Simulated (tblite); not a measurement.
Compound: C₂H₁₄N₂Si₄.
Z-matrix (Å and degrees, GFN2-xTB geometry), rows numbered from 1:
```
Si
N   1  1.7309
Si  2  1.7303  1  124.85
C   2  1.4588  1  114.62  3  -179.53
C   4  1.5346  2  111.91  1  -103.05
Si  5  1.8951  4  108.45  2  -168.54
N   6  1.7352  5   96.70  4    27.46
Si  7  1.7326  6  118.29  5    -6.75
H   1  1.4700  2  108.95  3   116.13
H   1  1.4580  2  107.83  3    -4.23
H   1  1.4690  2  109.55  3  -124.99
H   3  1.4616  2  107.40  1    29.09
H   3  1.4704  2  110.37  1   -91.07
H   3  1.4654  2  110.22  1   148.45
H   4  1.0989  2  106.70  1    12.83
H   5  1.0910  4  108.59  2   -49.36
H   5  1.0915  4  109.99  2    66.62
H   6  1.4664  5  114.15  4   143.59
H   6  1.4692  5  113.67  4   -88.66
H   7  1.0046  6  121.00  5   171.71
H   8  1.4651  4  115.52  2    41.47
H   8  1.4674  4  112.23  2   -86.59
```

Level: GFN2-xTB in tblite, geometry and Hessian alike; calculated harmonic values, unscaled, isolated species. This tight-binding method is rough: wavenumbers can miss measured ones by several per cent, in bad cases by 10 to 20. Modes of hydrogen on silicon can be 10 to 20 % off. One conformer, not necessarily the lowest.

Harmonic wavenumbers (cm⁻¹): 26.6, 64.8, 90.4, 99.1, 114.6, 134.7, 185.2, 197.7, 310.5, 330.9, 353.4, 381.1, 404.8, 474.8, 512.2, 530.8, 539.3, 555.3, 569.1, 576.3, 584.1, 624.2, 642.0, 653.8, 722.4, 763.4, 778.8, 781.5, 787.4, 792.1, 799.0, 806.4, 810.8, 812.4, 833.0, 845.9, 922.6, 1019.3, 1039.6, 1080.5, 1133.4, 1143.1, 1228.9, 1274.4, 1335.8, 1491.4, 2180.4, 2188.6, 2197.4, 2205.6, 2213.9, 2229.8, 2231.8, 2249.0, 2264.6, 2299.3, 2857.6, 2957.5, 2982.2, 3503.1.

A = 1614, B = 625.1, C = 565.7 MHz; mass 178.023 u (most abundant isotopes); point group C1, symmetry number 1.

Question: What is the zero-point energy?

Answer: Half the sum of the wavenumbers: 32359 cm⁻¹ = 387.10 kJ/mol.

Question: What is S at 298.15 K and 1 bar for an ideal gas of classical rigid rotors and harmonic oscillators?

Answer: Translation 173.48, rotation 128.49, vibration 178.03: S = 480.0 J/(mol K).

Question: And Cp and H(298.15 K) − H(0)?

Answer: Cp = 224.97 J/(mol K), of which vibrations give 191.71 (their classical limit is 60 R = 498.9); H(298.15 K) − H(0) = 37.91 kJ/mol without the zero-point energy, 28.00 from vibrations.

Question: Blend soft modes into free rotors: weight 1/[1 + (100 cm⁻¹/ν̃)⁴] for the oscillator and the rest for a rotor with moment μB/(μ + B), μ = h/(8π²ν), B = 10⁻⁴⁴ kg m². What vibrational entropy results?

Answer: 162.52 J/(mol K) in place of 178.03, which changes −T·S at 298.15 K by +4.63 kJ/mol.

Question: How do the functions run with temperature in this model?

Answer: 
```tsv
T (K)	S (J/(mol K))	Cp (J/(mol K))	H − H(0) (kJ/mol)	G − H(0) (kJ/mol)	ln q(vib)
50	264.6	65.3	2.35	-10.88	1.00
100	319.1	94.4	6.36	-25.55	2.78
373.15	535.0	265.6	56.36	-143.29	12.97
500	620.4	317.8	93.55	-216.67	17.73
750	763.3	385.5	182.18	-390.27	26.58
1000	880.4	428.1	284.26	-596.18	34.54
```

q(vib) and H(0) count from the zero-point level.

Question: What must be added to the electronic energy to get the Gibbs energy at 298.15 K and 1 bar?

Answer: ZPE + [H(298.15 K) − H(0)] − T·S = 387.10 + 37.91 − 143.11 = 281.90 kJ/mol.

Hindered rotation and anharmonicity are outside this model. Other conformers, if any are populated, would add a mixing term that is left out. The structure is chiral; the term R ln 2 for an equal mix with its mirror image is left out.

The run took 2.5 s on one thread, Intel Xeon Platinum 8259CL at 2.50 GHz (x86_64), shared host with 96 logical CPUs at a one-minute load of 17. The figure is for the frequency step alone.
